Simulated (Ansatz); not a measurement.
Cost and result for the atomization energy of C$_{2}$H$_{7}$FGeOS, SMILES `C[O][GeH]([F])[S]C` (13 atoms, 12 bonds).

```tsv
atom	x (Å)	y (Å)	z (Å)
C1	0.741	-0.632	2.340
O2	1.583	-0.248	1.268
Ge3	0.911	0.388	-0.220
F4	0.018	1.842	0.144
S5	-0.551	-1.023	-1.050
C6	-1.447	0.114	-2.151
H7	-0.047	-1.321	2.018
H8	1.365	-1.136	3.080
H9	0.274	0.240	2.809
H10	2.081	0.813	-1.108
H11	-0.818	0.446	-2.977
H12	-2.284	-0.455	-2.555
H13	-1.827	0.971	-1.598
```

Total charge 0; spin multiplicity 1. Correlated methods include outer-core shells of Ge, which these sets cover unevenly. Scalar relativity is left out up to krypton. The structure was optimised at the PBE0-D4/def2-TZVP level. It is one conformer, not always the lowest. Program: Ansatz. All runs use 2 threads of an AMD EPYC 7R13 on a shared host and a share of an NVIDIA H100 80 GB. Times are those of one run each, without the atoms' runs, and a repeat can differ threefold. Electronic energies, without spin–orbit coupling; frozen cores. CCSD(T)/CBS adds CCSD(T) − MP2 in def2-TZVPP to the MP2 limit, and its time is that of the two runs behind it. T1 = 0.012. With those shells the extrapolation isn't a true limit. B3LYP takes the VWN-RPA correlation (the form of Gaussian; ORCA's B3LYP/G).

CCSD(T)/CBS is a level of theory with its own doubt, some kJ/mol a heavy atom from the limit and from the frozen cores, so smaller differences don't rank the functionals.

| level | functions | atomization (kcal/mol) | difference from CCSD(T)/CBS | per bond |
| --- | --- | --- | --- | --- |
| CCSD(T)/CBS(def2) | – | 1122.2 | 0.0 | 0.0 |
| CCSD(T)/def2-TZVPP | 312 | 1094.4 | -27.8 | -2.3 |
| B2PLYP/def2-TZVPP | 312 | 1105.0 | -17.2 | -1.4 |
| ωB97M-V/def2-TZVPP (with forces) | 312 | 1120.0 | -2.2 | -0.2 |
| r2SCAN-D4/def2-TZVPP (with forces) | 312 | 1123.2 | 1.0 | 0.1 |
| B3LYP-D4/def2-TZVPP (with forces) | 312 | 1113.9 | -8.3 | -0.7 |
| PBE-D4/def2-TZVPP (with forces) | 312 | 1138.8 | 16.6 | 1.4 |
| MP2/def2-QZVPP | 597 | 1130.5 | 8.3 | 0.7 |
| PBE0-D4/def2-TZVPP | 312 | 1116.6 | -5.6 | -0.5 |
| ωB97X-V/def2-TZVPP | 312 | 1124.4 | 2.2 | 0.2 |

(1) Order the runs by time, with rough figures. (Estimate.)

## Answers

(1) Ansatz gave: PBE0-D4/def2-TZVPP 2.5 s; PBE-D4/def2-TZVPP (with forces) 2.7 s; B3LYP-D4/def2-TZVPP (with forces) 2.8 s; r2SCAN-D4/def2-TZVPP (with forces) 3.7 s; ωB97M-V/def2-TZVPP (with forces) 3.9 s; ωB97X-V/def2-TZVPP 5.5 s; B2PLYP/def2-TZVPP 6 s; MP2/def2-QZVPP 8.5 s; CCSD(T)/def2-TZVPP 16 s; CCSD(T)/CBS(def2) 24 s.

In def2-TZVPP, CCSD(T) changes the Hartree–Fock value by +291.0 kcal/mol (the triples alone add +17.9 kcal/mol) and MP2 by +310.7 kcal/mol; breaking electron pairs costs correlation energy, which Hartree–Fock lacks. From PBE to PBE0 (25 % exact exchange), in def2-TZVPP and without D4, the atomization energy moves by −21.1 kcal/mol: exact exchange takes away binding that semilocal exchange gives to molecules. The D4 term adds +11.5 kcal/mol with B3LYP and +6.1 kcal/mol with PBE0; it sums over pairs of atoms, weighted by their polarisabilities, and B3LYP, whose exchange is more repulsive, gets the larger term.
